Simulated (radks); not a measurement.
Task: These are the eigenvalues of the occupied orbitals of an atom or ion with whole-number occupations (hartree). All-electron calculation, Dirac Kohn-Sham, PBE, spin-unpolarised, spherical densities, finite nucleus; Fermi nuclear charge, rms radius of each element as measured or else 0.836 A^(1/3) + 0.57 fm. Program: a radial shooting solver on a logarithmic mesh with Libxc functionals.

| orbital | eigenvalue |
|---|---|
| 1s1/2 | -14.76020 |
| 2s1/2 | -1.19269 |
| 2p1/2 | -0.76059 |

Which element is it, and in what charge state? The configuration may be excited. Open shells, if any, fill j = l - 1/2 first.

Result: Z = 7, nitrogen, charge +1: N+ in [He] 2s2 2p2. The list shows which subshells hold electrons but not how many an open one holds; the 1s level, -14.76 hartree, gives Z - s = 5.4 by -(Z - s)^2/2, which with screening and relativity narrows Z to a few neighbours, and the depths of the outer levels then fix element, charge and occupations together.
